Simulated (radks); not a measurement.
The numbers below are computed, except where a source is named.
Question: Pm2+, 59 electrons, occupied as [Xe] 4f5. Level of theory: scalar-relativistic Kohn-Sham, r2SCAN, spin-polarised, spherical densities, finite nucleus; open shells are filled with parallel spins first (spin-orbit coupling, left out, can overturn this in heavy ions); meta-GGA in the generalised Kohn-Sham scheme; Fermi nuclear charge, rms radius 4.962 fm (a radial shooting solver on a logarithmic mesh with Libxc functionals). Some entries of the table are withheld. Estimate them.

orbital  occ.  eigenvalue (eV)  <r^2> (bohr^2)  <r> (bohr)
1s up       1        -45101.33       0.0007320     0.02318
1s down     1        -45101.33       0.0007320     0.02318
2s down     1        -7363.518         0.01156     0.09893
2s up       1        -7363.493         0.01156     0.09893
2p down     3        -6573.860        0.009265     0.08711
2p up       3        -6573.848        0.009265     0.08711
3s up       1        -1623.580         0.07734      0.2601
3s down     1        -1621.765         0.07723      0.2600
3p up       3        -1374.264         0.07751      0.2586
3p down     3        -1372.443         0.07737      0.2583
3d up       5        -1032.507         0.06574      0.2363
3d down     5        -1031.080         0.06557      0.2361
4s up       1        -338.2065          0.3974      0.5936
4s down     1        -333.3087          0.3969      0.5932
4p up       3        -256.0318          0.4488      0.6284
4p down     3        -251.0488          0.4483      0.6280
4d up       5        -139.5478          0.5512      0.6893
4d down     5        -134.4475          0.5521      0.6895
5s up       1         -57.1660             (1)       1.434
5s down     1         -54.3899             (2)       1.465
5p up       3         -37.1528           3.122       1.661
5p down     3         -35.1222           3.280       1.702
4f up       5         -16.1908           1.362       1.010
4f down     0         -11.6582           1.643       1.087

Answer: 
(1) 5s up <r^2> (bohr^2): 2.311
(2) 5s down <r^2> (bohr^2): 2.414
